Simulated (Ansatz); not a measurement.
A run for Ansatz (a first-principles code): R-B3LYP/def2-TZVPP on BFHO (SMILES [OH+]=BF), atoms moved off the minimum. Charge +1.

Ansatz 0.2 input:
```yaml
crystal:
  periodic: [false, false, false]
  atoms:
    - {symbol: O, position_ang: [-1.19270715, 0.12378330, 0.38629424]}
    - {symbol: B, position_ang: [0.15761311, -0.01647386, -0.03814409]}
    - {symbol: F, position_ang: [1.19477672, -0.10110301, -0.37487118]}
    - {symbol: H, position_ang: [-1.84859162, -0.20368859, 1.02430839]}
basis:
  gaussian:
    orbitals: def2-TZVPP
hamiltonian:
  xc: {name: B3LYP}
total_charge: 1
scf: {lower_state_search: off}
output: {forces: true}
```

Output:

```
Functional definition: B3LYP
[...]
these checks for a lower state are left out or cut short: stability, starts, cluster_reference, orbital_swaps, neighbouring_geometries, increment
integrals: 0.02 GiB planned
535 factors; their error is unknown
mean field: 0.24 GiB planned
mean field evaluation 1: about -5434.9142 eV, gradient 1.1e2 eV
mean field evaluation 2: about -5394.5807 eV, gradient 1.7e2 eV
mean field evaluation 4: about -5450.1101 eV, gradient 1.4e1 eV
mean field evaluation 8: about -5450.3750 eV, gradient 1.7e-1 eV
mean field evaluation 16: about -5450.3750 eV, gradient 5.3e-6 eV
mean field -5450.37503553 eV, -200.2975881589 hartree, gradient 8.5e-7 eV, S^2 0.000000; 0 other end points of the search recorded, 0 dependent functions left out
the calculation of the forces begins
reference -5450.37518934 eV, -200.2975938113 hartree; 11, 11 occupied and 96, 96 virtual orbitals, 535 factors
Total energy: -5450.37518934 eV, -200.2975938113 hartree
Atom 0 at    -1.192707     0.123783     0.386294 Å, force     6.665512     0.104842    -2.975771 eV/Å
Atom 1 at     0.157613    -0.016474    -0.038144 Å, force   -21.511689     1.271002     7.662117 eV/Å
Atom 2 at     1.194777    -0.101103    -0.374871 Å, force    14.283081    -0.985078    -4.863740 eV/Å
Atom 3 at    -1.848592    -0.203689     1.024308 Å, force     0.563097    -0.390767     0.177393 eV/Å
Dipole moment:    -0.158990    -0.138064     0.211744 e Å
Checks for a lower state left out: stability, starts, cluster_reference, orbital_swaps, neighbouring_geometries, increment
```

The run converged.

Cost: about 1.0 core-seconds (a rough figure).
